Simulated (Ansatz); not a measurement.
`O[SiH2][SnH2][SiH3]` + `O[SiH](O)S[SiH3]` → `O[SiH2]S[SiH](O)O` + `[SiH3][SnH2][SiH3]`  (redistribution)

Isolated molecules relaxed with PBE0-D4/def2-TZVP in Ansatz; ΔE leaves out vibrations. CCSD(T)/CBS adds triple-zeta CCSD(T) − MP2 to the extrapolated MP2 energy (def2 sets, frozen cores). Functionals use def2-TZVPP. Elements past krypton have def2 core potentials. For Sn outer-core shells are correlated without core-valence functions, which leaves a few kJ/mol of doubt a bond. One conformer a species, not always the lowest.

**Question.** Is it downhill or uphill in electronic energy at CCSD(T)/CBS, and by how much? (Estimate.)

**Answer.** The calculation gave: Downhill: ΔE = -30.7 kJ/mol.

**Question.** What do these levels give: ωB97X-V, B2PLYP, PBE, HF/def2-QZVPP, HF/CBS(def2), MP2/CBS(def2)? (An estimate is asked.)

**Answer.** The calculation gave: ωB97X-V -31.2, B2PLYP -29.5, PBE -29.7, HF/def2-QZVPP -22.6, HF/CBS(def2) -22.5, MP2/CBS(def2) -31.0 kJ/mol.

Largest T1 diagnostic among the species: 0.013.

The D4 term adds −3.9 kJ/mol with B3LYP and −2.0 kJ/mol with PBE0; it sums over pairs of atoms, weighted by their polarisabilities, and B3LYP, whose exchange is more repulsive, gets the larger term. In def2-TZVPP, CCSD(T) changes the Hartree–Fock value by −8.8 kJ/mol (the triples alone add −1.7 kJ/mol) and MP2 by −9.0 kJ/mol.

B3LYP here is the variant with VWN-RPA as its local correlation; programs differ in this.
